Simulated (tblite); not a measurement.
Record of a relaxation.

Species: C₃H₁₂AlAs.
Bonds: C1–C2, C2–C3, C2–Al4, Al4–As5. Hydrogens: H6, H7, H8 on C1; H9 on C2; H10, H11, H12 on C3; H13, H14 on Al4; H15, H16, H17 on As5.

Computed with GFN2-xTB (tblite), gas phase: L-BFGS steps from a force-field or distance-geometry start until the largest atomic force falls under 0.01 eV/Å. 8 of its 87 geometries are shown.

Step 0: E = -432.7253 eV, largest atomic force 2.405 eV/Å
```
atom  x, y, z in Å  |  force x, y, z in eV/Å
C1     -1.259   -1.244    0.362   -1.019   0.002   0.047
C2     -1.091   -0.017   -0.552    1.111  -0.248   0.369
C3     -1.263    1.273    0.247   -1.204   0.427  -0.109
Al4     0.721   -0.053   -1.432   -1.502  -0.237  -1.863
As5     2.464    0.022    0.295   -0.716   0.008  -0.686
H6     -2.290   -1.236    0.806    0.800  -0.180  -0.138
H7     -0.517   -1.235    1.179   -0.171   0.006  -0.193
H8     -1.148   -2.171   -0.222    0.034   0.321   0.239
H9     -1.839   -0.065   -1.352   -0.184   0.052   0.204
H10    -2.294    1.309    0.693    0.791   0.140  -0.156
H11    -0.525    1.351    1.059   -0.069  -0.035  -0.134
H12    -1.165    2.149   -0.429    0.049  -0.459   0.437
H13     0.860    1.202   -2.382    0.510   0.105   0.375
H14     0.874   -1.408   -2.271    0.484   0.085   0.471
H15     2.296    1.351    1.112    0.830  -1.096  -0.025
H16     2.301   -1.212    1.243    0.835   1.057  -0.113
H17     3.868   -0.004   -0.401   -0.579   0.051   1.275
```

Step 12: E = -434.0456 eV, largest atomic force 0.221 eV/Å
```
atom  x, y, z in Å  |  force x, y, z in eV/Å
C1     -1.282   -1.240    0.362    0.003  -0.082   0.022
C2     -1.135   -0.024   -0.565   -0.104   0.022  -0.012
C3     -1.289    1.274    0.244    0.000   0.076   0.016
Al4     0.520   -0.076   -1.732   -0.191   0.073  -0.085
As5     2.316    0.018    0.165   -0.022  -0.021   0.047
H6     -2.265   -1.276    0.830   -0.092   0.031   0.028
H7     -0.539   -1.232    1.163    0.149   0.124   0.012
H8     -1.146   -2.163   -0.198    0.022  -0.099  -0.118
H9     -2.016   -0.057   -1.238    0.019   0.000   0.016
H10    -2.271    1.346    0.710   -0.076  -0.033   0.024
H11    -0.544    1.347    1.041    0.135  -0.121  -0.001
H12    -1.161    2.142   -0.401    0.027   0.067  -0.114
H13     1.014    1.268   -2.411    0.019  -0.174   0.051
H14     1.024   -1.463   -2.286    0.036   0.107   0.009
H15     2.493    1.126    1.139    0.011   0.081   0.077
H16     2.500   -0.985    1.248    0.007  -0.053   0.066
H17     3.772    0.008   -0.115    0.059   0.001  -0.037
```

Step 25: E = -434.0857 eV, largest atomic force 0.134 eV/Å
```
atom  x, y, z in Å  |  force x, y, z in eV/Å
C1     -1.280   -1.240    0.341    0.059   0.021  -0.022
C2     -1.213   -0.026   -0.603   -0.036   0.001   0.038
C3     -1.286    1.272    0.223    0.060  -0.025  -0.016
Al4     0.466   -0.071   -1.742   -0.110  -0.073   0.023
As5     2.284    0.020    0.235    0.020   0.023   0.056
H6     -2.231   -1.303    0.875    0.054   0.013  -0.070
H7     -0.479   -1.165    1.088    0.003  -0.035  -0.022
H8     -1.130   -2.165   -0.222   -0.038   0.006   0.021
H9     -2.122   -0.058   -1.233    0.015   0.003   0.066
H10    -2.237    1.378    0.750    0.033  -0.020  -0.060
H11    -0.485    1.273    0.972    0.014   0.032  -0.018
H12    -1.144    2.140   -0.424   -0.033   0.007   0.010
H13     1.024    1.218   -2.410    0.039   0.116  -0.011
H14     1.030   -1.419   -2.293    0.015  -0.047   0.024
H15     2.530    1.130    1.206   -0.021   0.010   0.010
H16     2.536   -0.981    1.314   -0.014  -0.026   0.027
H17     3.730    0.008   -0.119   -0.063  -0.005  -0.055
```

Step 37: E = -434.1044 eV, largest atomic force 0.063 eV/Å
```
atom  x, y, z in Å  |  force x, y, z in eV/Å
C1     -1.250   -1.244    0.314    0.001   0.014   0.001
C2     -1.233   -0.027   -0.624    0.010   0.016  -0.022
C3     -1.256    1.273    0.196    0.000  -0.012   0.008
Al4     0.449   -0.074   -1.736   -0.005   0.023   0.010
As5     2.201    0.025    0.314   -0.033  -0.014  -0.022
H6     -2.175   -1.297    0.887   -0.021  -0.055   0.022
H7     -0.415   -1.182    1.023    0.018   0.002   0.014
H8     -1.132   -2.166   -0.258   -0.050  -0.002   0.002
H9     -2.174   -0.056   -1.199    0.037  -0.002   0.005
H10    -2.182    1.374    0.762   -0.013   0.053   0.010
H11    -0.421    1.283    0.907    0.010   0.000   0.002
H12    -1.146    2.139   -0.461   -0.047  -0.012   0.009
H13     1.019    1.243   -2.360    0.041  -0.004  -0.007
H14     1.022   -1.437   -2.242    0.050  -0.017  -0.014
H15     2.541    1.132    1.257    0.003   0.032   0.011
H16     2.549   -0.978    1.367    0.000  -0.020   0.005
H17     3.595    0.004   -0.190   -0.002  -0.001  -0.033
```

Step 49: E = -434.1099 eV, largest atomic force 0.029 eV/Å
```
atom  x, y, z in Å  |  force x, y, z in eV/Å
C1     -1.252   -1.250    0.316    0.001   0.002   0.004
C2     -1.227   -0.026   -0.616    0.006  -0.005   0.014
C3     -1.259    1.279    0.197   -0.003   0.000   0.007
Al4     0.465   -0.073   -1.723    0.027   0.001   0.007
As5     2.167    0.024    0.330    0.006   0.004   0.005
H6     -2.170   -1.304    0.905    0.004   0.015  -0.024
H7     -0.406   -1.213    1.015   -0.003   0.025  -0.004
H8     -1.161   -2.168   -0.268   -0.027   0.009   0.003
H9     -2.161   -0.057   -1.202   -0.005   0.001   0.004
H10    -2.176    1.383    0.779   -0.009  -0.019  -0.015
H11    -0.413    1.313    0.896    0.006  -0.024  -0.002
H12    -1.174    2.139   -0.470   -0.021  -0.005  -0.001
H13     1.064    1.236   -2.347   -0.005  -0.008   0.006
H14     1.068   -1.429   -2.230   -0.005   0.008   0.005
H15     2.543    1.138    1.254    0.018  -0.013  -0.006
H16     2.553   -0.983    1.365    0.020   0.009  -0.004
H17     3.533    0.001   -0.246   -0.010   0.000   0.000
```

Step 61: E = -434.1150 eV, largest atomic force 0.034 eV/Å
```
atom  x, y, z in Å  |  force x, y, z in eV/Å
C1     -1.278   -1.238    0.314    0.008  -0.003  -0.014
C2     -1.222   -0.028   -0.631   -0.006   0.014  -0.009
C3     -1.283    1.266    0.196    0.000   0.010  -0.001
Al4     0.502   -0.071   -1.695   -0.008  -0.013   0.011
As5     2.159    0.025    0.368    0.030   0.007   0.015
H6     -2.190   -1.239    0.912    0.005  -0.030  -0.011
H7     -0.422   -1.215    1.002   -0.012  -0.018   0.005
H8     -1.230   -2.167   -0.255   -0.012  -0.024   0.006
H9     -2.141   -0.058   -1.240    0.007  -0.002   0.006
H10    -2.194    1.319    0.793   -0.011   0.020  -0.009
H11    -0.428    1.314    0.883   -0.004   0.018  -0.009
H12    -1.244    2.139   -0.457    0.001   0.015  -0.002
H13     1.118    1.234   -2.311   -0.010  -0.005   0.009
H14     1.124   -1.423   -2.196   -0.015   0.017   0.011
H15     2.625    1.141    1.249    0.013  -0.020  -0.008
H16     2.638   -0.984    1.364    0.016   0.015  -0.006
H17     3.461   -0.004   -0.339   -0.005  -0.001   0.005
```

Step 74: E = -434.1195 eV, largest atomic force 0.024 eV/Å
```
atom  x, y, z in Å  |  force x, y, z in eV/Å
C1     -1.310   -1.246    0.305    0.005  -0.008   0.003
C2     -1.230   -0.027   -0.629    0.001  -0.009  -0.003
C3     -1.314    1.274    0.187   -0.006  -0.003  -0.007
Al4     0.516   -0.069   -1.648   -0.003   0.003   0.004
As5     2.191    0.028    0.416    0.014  -0.019  -0.004
H6     -2.224   -1.240    0.902    0.006  -0.002  -0.006
H7     -0.455   -1.255    0.993    0.001   0.016   0.018
H8     -1.283   -2.170   -0.274   -0.001   0.002  -0.010
H9     -2.132   -0.060   -1.263   -0.012   0.008  -0.003
H10    -2.227    1.318    0.783    0.007   0.005   0.001
H11    -0.458    1.350    0.870   -0.014  -0.005   0.001
H12    -1.295    2.138   -0.477    0.013  -0.003   0.004
H13     1.137    1.236   -2.257    0.004   0.001   0.013
H14     1.141   -1.418   -2.146    0.006  -0.003   0.011
H15     2.749    1.141    1.245    0.000   0.004  -0.002
H16     2.766   -0.980    1.363   -0.010   0.013  -0.015
H17     3.421   -0.009   -0.412   -0.011   0.001  -0.004
```

Step 86: E = -434.1208 eV, largest atomic force 0.010 eV/Å
```
atom  x, y, z in Å  |  force x, y, z in eV/Å
C1     -1.320   -1.247    0.301    0.003   0.002   0.002
C2     -1.241   -0.028   -0.633   -0.002  -0.001   0.005
C3     -1.324    1.273    0.183   -0.002  -0.001   0.001
Al4     0.519   -0.068   -1.624    0.001   0.003  -0.004
As5     2.200    0.026    0.419   -0.004   0.002   0.004
H6     -2.240   -1.250    0.888    0.001  -0.003  -0.007
H7     -0.472   -1.245    0.999   -0.003   0.001   0.005
H8     -1.277   -2.170   -0.279    0.001   0.002   0.004
H9     -2.141   -0.059   -1.269    0.004   0.001   0.000
H10    -2.243    1.328    0.768   -0.003  -0.001  -0.001
H11    -0.475    1.340    0.876   -0.004   0.000   0.001
H12    -1.287    2.138   -0.481    0.010  -0.001   0.001
H13     1.151    1.243   -2.211   -0.001  -0.003  -0.006
H14     1.156   -1.420   -2.104   -0.001   0.000  -0.007
H15     2.784    1.143    1.225    0.000  -0.001   0.006
H16     2.803   -0.981    1.348    0.005   0.003   0.003
H17     3.400   -0.011   -0.450   -0.005  -0.005  -0.007
```

Problem. Summarise the path.

Solution. The energy falls by 1.3955 eV from step 0 to step 86; nine tenths of that is first reached at step 7. It falls at every step. The largest force goes from 2.405 to 0.010 eV/Å. Among the bonds Al4–As5 changes most, from 2.455 to 2.647 Å; the atoms move by 0.296 Å rms after alignment.

The cost below is that of the whole relaxation. On Arm Neoverse N1, one thread, on a shared host, this took 0.93 s of wall time.
